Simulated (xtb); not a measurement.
xtb was given this input:
```
$ xtb mol.xyz --gfn 2 --vipea --json

# file mol.xyz
3

O     -0.00000000    -0.00000000    -1.49108470
Si     0.00000000     0.00000000     0.00000000
O      0.00000000     0.00000000     1.49108470
```

What does this run give for the vertical electron affinity (with the method's empirical shift), vertical ionisation energy (with the method's empirical shift)?


The vertical electron affinity (with the method's empirical shift) is -3.41 eV and the vertical ionisation energy (with the method's empirical shift) is 13.17 eV.
